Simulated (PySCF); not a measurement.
Species: C6H10BP.
SMILES with atom numbers: `[BH3-:1][PH2+:2][c:3]1[cH:4][cH:5][cH:6][cH:7][cH:8]1` (hydrogens: H9, H10, H11 on B1; H12, H13 on P2; H14 on C4; H15 on C5; H16 on C6; H17 on C7; H18 on C8)

Level of theory: PySCF, PBE0-D3(BJ)/def2-SVP geometry optimisation, gas phase.

Q: What internal coordinates does the optimisation give?

A: 
```
                 bond  length (pm)
                B1–P2        191.7
                P2–C3        181.5
         C3–C4, C3–C8        139.9
         C4–C5, C7–C8        139.3
         C5–C6, C6–C7        139.4
B1–H9, B1–H10, B1–H11        122.2
       P2–H12, P2–H13        141.8
       C4–H14, C8–H18        109.3
       C5–H15, C7–H17        109.2
               C6–H16        109.2
```

Bonds in one row agree within 1 pm and their mean is given. A selection of angles:
```
   angle  degrees
B1–P2–C3    117.5
P2–C3–C4    120.2
C4–C3–C8    119.6
C3–C4–C5    120.0
C4–C5–C6    120.2
C5–C6–C7    119.9
```

Torsions: B1–P2–C3–C4 -88° (synclinal).

B1 (four-coordinate boron) is distorted tetrahedral (angles from 103.4° to 114.7°). The 6-membered ring C3–C4–C5–C6–C7–C8 has internal angles of 119.6° to 120.2°; it is planar, 0.00 Å rms from its mean plane, widest ring torsion 1°. P2 (phosphorus bonded to B, C and 2 H) is distorted tetrahedral (angles from 99.8° to 117.5°).

Point group: Cs (every atom within 0.08 Å of its image). Stationary, but not proved a minimum. The numbers are those of one conformer.
